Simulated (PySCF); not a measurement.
B(F)(Me)(Et) (C₃H₈BF), SMILES CCB(C)F.

Coordinates come from a B3LYP-D3(BJ)/def2-SVP optimisation. The values are those of a single conformer.

Two levels are set side by side: PBE/def2-TZVP (PySCF) and HF/def2-TZVP (PySCF). Same geometry, gas phase. Differences are taken from unrounded values.

```
quantity                         HF
---------------------------  ------
orbital gap (eV)              14.86
highest occupied level (eV)  -11.90
lowest empty level (eV)        2.96
dipole moment (D)              1.46
mean polarisability (bohr³)    47.3
```

**Question.** What does PBE give, and how far is it from HF? (The exact figures need the calculation; the answer reports its results.)

**Answer.** 
```csv
quantity,PBE,PBE minus HF
orbital gap (eV),5.93,-8.93
highest occupied level (eV),-6.90,5.00
lowest empty level (eV),-0.97,-3.93
dipole moment (D),1.23,-0.23
mean polarisability (bohr³),52.8,5.5
```

Without exact exchange PBE keeps part of each electron's self-repulsion, which lifts occupied levels and narrows the gap. Loosely held outer electrons make PBE densities more polarisable. Differences between two approximate levels are no errors against the true value.

Rough cost on one machine, each run with all the roots and properties that it gave: HF against PBE about 1/4.
